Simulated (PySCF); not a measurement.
## Atomic charges against the basis set

Species: C3H10OSi.
Numbering: `[CH3:1][CH2:2][CH2:3][SiH2:4][OH:5]` (hydrogens: H6, H7, H8 on C1; H9, H10 on C2; H11, H12 on C3; H13, H14 on Si4; H15 on O5)

PBE0 throughout (PySCF), one geometry, spherical d and f functions. The structure is a single PBE0-D3(BJ)/def2-SVP conformer in the gas phase; no vibrational or solvent corrections. Atoms taken as equivalent share a column and are averaged. The first 7 of 10 kinds of atom are listed.

Mulliken charges (e):

```tsv
basis	functions	C1	C2	C3	Si4	O5	H6/H7/H8	H9/H10
STO-3G	39	-0.230	-0.141	-0.313	+0.712	-0.441	+0.075	+0.067
6-31G	69	-0.483	-0.308	-0.654	+0.905	-0.808	+0.165	+0.164
pcSseg-0	69	-0.613	-0.519	-1.004	+1.084	-0.835	+0.228	+0.236
6-31G*	94	-0.517	-0.330	-0.557	+0.684	-0.749	+0.173	+0.168
cc-pVDZ	124	-0.072	-0.132	-0.213	+0.476	-0.371	+0.042	+0.040
def2-SVP	124	-0.070	-0.113	-0.323	+0.613	-0.428	+0.041	+0.040
6-311+G(2d,p)	203	-0.610	-0.120	-0.564	+0.811	-0.636	+0.144	+0.135
aug-cc-pVDZ	209	+0.440	+0.532	+0.326	+0.323	-0.720	-0.129	-0.297
def2-TZVP	221	-0.356	-0.209	-0.325	+0.412	-0.542	+0.119	+0.103
IGLO-III	284	-0.353	-0.264	-0.454	+0.996	-0.654	+0.114	+0.126
cc-pVTZ	294	-0.293	-0.184	-0.254	+0.371	-0.375	+0.097	+0.093
pcSseg-2	327	-0.064	-0.082	-0.257	+0.794	-0.533	+0.029	+0.029
```

IAO charges (e):

```json
{"basis": "STO-3G", "functions": "39", "C1": "-0.391", "C2": "-0.252", "C3": "-0.513", "Si4": "+0.881", "O5": "-0.583", "H6/H7/H8": "+0.131", "H9/H10": "+0.122"}
{"basis": "6-31G", "functions": "69", "C1": "-0.426", "C2": "-0.246", "C3": "-0.552", "Si4": "+0.847", "O5": "-0.747", "H6/H7/H8": "+0.142", "H9/H10": "+0.130"}
{"basis": "pcSseg-0", "functions": "69", "C1": "-0.417", "C2": "-0.253", "C3": "-0.569", "Si4": "+0.866", "O5": "-0.726", "H6/H7/H8": "+0.141", "H9/H10": "+0.131"}
{"basis": "6-31G*", "functions": "94", "C1": "-0.406", "C2": "-0.233", "C3": "-0.562", "Si4": "+0.978", "O5": "-0.773", "H6/H7/H8": "+0.135", "H9/H10": "+0.123"}
{"basis": "cc-pVDZ", "functions": "124", "C1": "-0.405", "C2": "-0.233", "C3": "-0.558", "Si4": "+0.970", "O5": "-0.772", "H6/H7/H8": "+0.135", "H9/H10": "+0.123"}
{"basis": "def2-SVP", "functions": "124", "C1": "-0.395", "C2": "-0.228", "C3": "-0.557", "Si4": "+0.986", "O5": "-0.768", "H6/H7/H8": "+0.131", "H9/H10": "+0.120"}
{"basis": "6-311+G(2d,p)", "functions": "203", "C1": "-0.419", "C2": "-0.242", "C3": "-0.576", "Si4": "+1.009", "O5": "-0.805", "H6/H7/H8": "+0.139", "H9/H10": "+0.128"}
{"basis": "aug-cc-pVDZ", "functions": "209", "C1": "-0.417", "C2": "-0.240", "C3": "-0.564", "Si4": "+0.977", "O5": "-0.797", "H6/H7/H8": "+0.138", "H9/H10": "+0.127"}
{"basis": "def2-TZVP", "functions": "221", "C1": "-0.419", "C2": "-0.241", "C3": "-0.579", "Si4": "+1.022", "O5": "-0.804", "H6/H7/H8": "+0.139", "H9/H10": "+0.127"}
{"basis": "IGLO-III", "functions": "284", "C1": "-0.420", "C2": "-0.242", "C3": "-0.578", "Si4": "+1.018", "O5": "-0.808", "H6/H7/H8": "+0.140", "H9/H10": "+0.128"}
{"basis": "cc-pVTZ", "functions": "294", "C1": "-0.420", "C2": "-0.242", "C3": "-0.576", "Si4": "+1.007", "O5": "-0.800", "H6/H7/H8": "+0.139", "H9/H10": "+0.128"}
{"basis": "pcSseg-2", "functions": "327", "C1": "-0.419", "C2": "-0.241", "C3": "-0.579", "Si4": "+1.020", "O5": "-0.806", "H6/H7/H8": "+0.139", "H9/H10": "+0.127"}
```

Hirshfeld charges (e):

```json
{"basis": "STO-3G", "functions": "39", "C1": "-0.043", "C2": "-0.013", "C3": "-0.104", "Si4": "+0.444", "O5": "-0.279", "H6/H7/H8": "+0.012", "H9/H10": "+0.005"}
{"basis": "6-31G", "functions": "69", "C1": "-0.099", "C2": "-0.047", "C3": "-0.150", "Si4": "+0.384", "O5": "-0.340", "H6/H7/H8": "+0.034", "H9/H10": "+0.029"}
{"basis": "pcSseg-0", "functions": "69", "C1": "-0.101", "C2": "-0.049", "C3": "-0.148", "Si4": "+0.416", "O5": "-0.334", "H6/H7/H8": "+0.034", "H9/H10": "+0.024"}
{"basis": "6-31G*", "functions": "94", "C1": "-0.100", "C2": "-0.048", "C3": "-0.151", "Si4": "+0.362", "O5": "-0.315", "H6/H7/H8": "+0.034", "H9/H10": "+0.031"}
{"basis": "cc-pVDZ", "functions": "124", "C1": "-0.109", "C2": "-0.057", "C3": "-0.157", "Si4": "+0.382", "O5": "-0.302", "H6/H7/H8": "+0.037", "H9/H10": "+0.032"}
{"basis": "def2-SVP", "functions": "124", "C1": "-0.112", "C2": "-0.059", "C3": "-0.159", "Si4": "+0.390", "O5": "-0.307", "H6/H7/H8": "+0.038", "H9/H10": "+0.032"}
{"basis": "6-311+G(2d,p)", "functions": "203", "C1": "-0.115", "C2": "-0.071", "C3": "-0.168", "Si4": "+0.397", "O5": "-0.317", "H6/H7/H8": "+0.040", "H9/H10": "+0.036"}
{"basis": "aug-cc-pVDZ", "functions": "209", "C1": "-0.122", "C2": "-0.074", "C3": "-0.172", "Si4": "+0.398", "O5": "-0.316", "H6/H7/H8": "+0.042", "H9/H10": "+0.038"}
{"basis": "def2-TZVP", "functions": "221", "C1": "-0.118", "C2": "-0.069", "C3": "-0.168", "Si4": "+0.389", "O5": "-0.313", "H6/H7/H8": "+0.040", "H9/H10": "+0.036"}
{"basis": "IGLO-III", "functions": "284", "C1": "-0.122", "C2": "-0.074", "C3": "-0.168", "Si4": "+0.389", "O5": "-0.311", "H6/H7/H8": "+0.041", "H9/H10": "+0.036"}
{"basis": "cc-pVTZ", "functions": "294", "C1": "-0.118", "C2": "-0.068", "C3": "-0.166", "Si4": "+0.388", "O5": "-0.310", "H6/H7/H8": "+0.040", "H9/H10": "+0.036"}
{"basis": "pcSseg-2", "functions": "327", "C1": "-0.122", "C2": "-0.073", "C3": "-0.172", "Si4": "+0.398", "O5": "-0.317", "H6/H7/H8": "+0.042", "H9/H10": "+0.038"}
```

ESP-fitted charges (e):

```json
{"basis": "STO-3G", "functions": "39", "C1": "-0.509", "C2": "+0.199", "C3": "-0.374", "Si4": "+0.619", "O5": "-0.533", "H6/H7/H8": "+0.127", "H9/H10": "+0.005"}
{"basis": "6-31G", "functions": "69", "C1": "-0.454", "C2": "+0.312", "C3": "-0.464", "Si4": "+0.736", "O5": "-0.825", "H6/H7/H8": "+0.110", "H9/H10": "-0.027"}
{"basis": "pcSseg-0", "functions": "69", "C1": "-0.554", "C2": "+0.393", "C3": "-0.586", "Si4": "+0.841", "O5": "-0.786", "H6/H7/H8": "+0.134", "H9/H10": "-0.040"}
{"basis": "6-31G*", "functions": "94", "C1": "-0.482", "C2": "+0.291", "C3": "-0.342", "Si4": "+0.516", "O5": "-0.640", "H6/H7/H8": "+0.115", "H9/H10": "-0.026"}
{"basis": "cc-pVDZ", "functions": "124", "C1": "-0.430", "C2": "+0.295", "C3": "-0.306", "Si4": "+0.479", "O5": "-0.589", "H6/H7/H8": "+0.100", "H9/H10": "-0.032"}
{"basis": "def2-SVP", "functions": "124", "C1": "-0.420", "C2": "+0.313", "C3": "-0.350", "Si4": "+0.553", "O5": "-0.616", "H6/H7/H8": "+0.098", "H9/H10": "-0.038"}
{"basis": "6-311+G(2d,p)", "functions": "203", "C1": "-0.520", "C2": "+0.380", "C3": "-0.376", "Si4": "+0.525", "O5": "-0.633", "H6/H7/H8": "+0.120", "H9/H10": "-0.044"}
{"basis": "aug-cc-pVDZ", "functions": "209", "C1": "-0.489", "C2": "+0.364", "C3": "-0.365", "Si4": "+0.516", "O5": "-0.601", "H6/H7/H8": "+0.112", "H9/H10": "-0.042"}
{"basis": "def2-TZVP", "functions": "221", "C1": "-0.507", "C2": "+0.383", "C3": "-0.356", "Si4": "+0.513", "O5": "-0.612", "H6/H7/H8": "+0.116", "H9/H10": "-0.048"}
{"basis": "IGLO-III", "functions": "284", "C1": "-0.489", "C2": "+0.359", "C3": "-0.358", "Si4": "+0.506", "O5": "-0.599", "H6/H7/H8": "+0.113", "H9/H10": "-0.042"}
{"basis": "cc-pVTZ", "functions": "294", "C1": "-0.486", "C2": "+0.357", "C3": "-0.359", "Si4": "+0.508", "O5": "-0.587", "H6/H7/H8": "+0.112", "H9/H10": "-0.042"}
{"basis": "pcSseg-2", "functions": "327", "C1": "-0.501", "C2": "+0.383", "C3": "-0.386", "Si4": "+0.561", "O5": "-0.631", "H6/H7/H8": "+0.115", "H9/H10": "-0.047"}
```

Which scheme is steadiest as the basis changes?

Largest range over the bases for any column: Hirshfeld 0.08 e, IAO 0.22 e, ESP-fitted 0.36 e, Mulliken 1.33 e. Hirshfeld charges move least and Mulliken charges most, counted in e. Without the minimal STO-3G basis the ranges are Hirshfeld 0.05, IAO 0.17, ESP-fitted 0.36, Mulliken 1.33 e.

How much do the charges still move between the two largest bases, cc-pVTZ and pcSseg-2?

At most, over all atoms: Mulliken 0.423 e, IAO 0.012 e, Hirshfeld 0.009 e, ESP-fitted 0.053 e.

What do the same runs give for the total energy, the frontier levels and the dipole moment?

```
        basis  energy (Eh)  HOMO (eV)  LUMO (eV)  μ (D)
       STO-3G    -478.9298      -4.04       7.71   1.13
        6-31G    -484.6219      -7.85       0.86   2.25
     pcSseg-0    -483.9382      -8.03       0.99   1.97
       6-31G*    -484.7149      -7.83       0.99   1.78
      cc-pVDZ    -484.7448      -7.86       0.96   1.67
     def2-SVP    -484.5094      -7.95       0.98   1.70
6-311+G(2d,p)    -484.8184      -8.08      -0.15   1.76
  aug-cc-pVDZ    -484.7654      -8.03      -0.29   1.68
    def2-TZVP    -484.8363      -8.05       0.37   1.71
     IGLO-III    -484.8439      -8.06       0.24   1.67
      cc-pVTZ    -484.8324      -8.01       0.52   1.65
     pcSseg-2    -484.8457      -8.08       0.12   1.74
```

The dipole is fixed by the density alone, so its range of 1.12 D shows that the density itself changes with the basis, not only its division among atoms.
